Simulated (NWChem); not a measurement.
MgHCl; SMILES [Cl][MgH]

```xyz
3

Mg    -0.0019     1.1358     0.0000
H     -0.0077     2.8290     0.0000
Cl     0.0014    -1.0756     0.0000
```
Atoms are numbered in this order, from 1.

Level: B3LYP/6-31G* (spherical d) (NWChem), optimised geometry, unscaled harmonic frequencies. B3LYP is NWChem's, with the RPA form of VWN correlation.

| frequency (cm⁻¹) | IR intensity (km/mol) |
|---|---|
| 331 | 248.3 |
| 470 | 51.0 |
| 1665 | 139.0 |

```json
{
 "zero_point_energy": "3.5 kcal/mol",
 "thermal correction to the enthalpy at 298.15 K (with zero-point energy)": "6.3 kcal/mol",
 "heat capacity Cv": "8.9 cal/(mol K)",
 "entropy at 298.15 K and 1 atm (symmetry number 1)": "48.9 cal/(mol K)",
 "dipole_moment": "1.69 D"
}
```

Rigid rotor and harmonic oscillator.
